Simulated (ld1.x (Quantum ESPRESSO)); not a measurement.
# Mn (Z = 25), TM: configuration errors across variants

ld1.x (Quantum ESPRESSO) 7.5 input, shortened:

```
&input
   title='Mn', zed=25., rel=1, dft='PBESOL', iswitch=3,
   config='[Ar] 3d5 4s0 4p0'
 /
 &inputp
   pseudotype=2, tm=.true., lloc=2,
   nlcc=.true., new_core_ps=.true., rcore=0.70
 /
3
4S  1  0   0.00   0.00  2.30  2.30  0.0
4P  2  1   0.00   0.00  0.95  0.95  0.0
3D  3  2   5.00   0.00  1.35  1.35  0.0
 &test
   configts(1)='3d5 4s0 4p0'
 /
```

All-electron excitation energies from the reference (eV): (1) 3d5 4s2 4p0 -23.944; (2) 3d5 4s1 4p0 -15.511; (3) 3d4 4s0 4p0 32.480; (4) 3d6 4s0 4p0 -17.169; (5) 3d5 4s1.5 4p0 -20.573.

For the base: The 4p radius (0.95 bohr) lies inside the outermost node of the all-electron wave (1.14 bohr), which a nodeless pseudo-wave cannot match soundly.

Tests that are not counted but printed errors over 1 eV. “base”: 3d5 4s1 4p1 (solver errors, printed error -2.4 eV); 3d4 4s2 4p1 (solver errors, printed error -3.2 eV). “all radii but the core radius scaled by about 0.78 (s 1.80, p 0.74, d 1.06 bohr)”: 3d5 4s1 4p1 (solver errors, printed error -2.4 eV); 3d4 4s2 4p1 (solver errors, printed error -3.1 eV). “all radii but the core radius scaled by about 0.84 (s 1.94, p 0.80, d 1.14 bohr)”: 3d5 4s1 4p1 (solver errors, printed error -2.4 eV); 3d4 4s2 4p1 (solver errors, printed error -3.2 eV). “all radii but the core radius scaled by about 0.95 (s 2.18, p 0.90, d 1.28 bohr)”: 3d5 4s1 4p1 (solver errors, printed error -2.4 eV); 3d4 4s2 4p1 (solver errors, printed error -3.2 eV). “all radii but the core radius scaled by about 1.10 (s 2.54, p 1.04, d 1.50 bohr)”: 3d5 4s1 4p1 (solver errors, printed error -2.4 eV); 3d4 4s2 4p1 (solver errors, printed error -3.2 eV).

A true bound ghost makes a file unfit for plane-wave use even where its test errors are small: the radial tests pick states by their node count and pass the ghost by. Where a test does run into it, the solver fails or the error is huge.

Errors AE − PS in meV (a dash: test not solved or not reliable):

| change | (1) | (2) | (3) | (4) | (5) | bound ghosts |
| --- | --- | --- | --- | --- | --- | --- |
| base | -30 | -12 | -350 | -128 | -22 | s, p |
| all radii but the core radius scaled by about 0.78 (s 1.80, p 0.74, d 1.06 bohr) | -12 | -6.8 | -347 | -117 | -10.0 | s, p |
| all radii but the core radius scaled by about 0.84 (s 1.94, p 0.80, d 1.14 bohr) | -24 | -11 | -348 | -119 | -18 | s, p |
| all radii but the core radius scaled by about 0.95 (s 2.18, p 0.90, d 1.28 bohr) | -31 | -13 | -350 | -125 | -22 | s, p |
| all radii but the core radius scaled by about 1.10 (s 2.54, p 1.04, d 1.50 bohr) | -27 | -12 | -348 | -137 | -20 | p, s |
| all radii but the core radius scaled by about 1.23 (s 2.82, p 1.16, d 1.66 bohr) | -27 | -13 | -339 | -149 | -21 | s, p |
| all radii but the core radius scaled by about 1.30 (s 3.00, p 1.24, d 1.76 bohr) | -35 | -19 | -330 | -156 | -29 | s, p |
| all radii but the core radius scaled by about 1.39 (s 3.20, p 1.32, d 1.88 bohr) | -46 | -26 | -308 | -168 | -39 | p, s |

(1) Give the same row for: all radii but the core radius scaled by about 1.05 (s 2.42, p 1.00, d 1.42 bohr).

Results:

(1) -29, -12, -350, -132, -21; bound ghosts: s, p. Not counted: 3d5 4s1 4p1 (solver errors, printed error -2.4 eV); 3d4 4s2 4p1 (solver errors, printed error -3.2 eV).
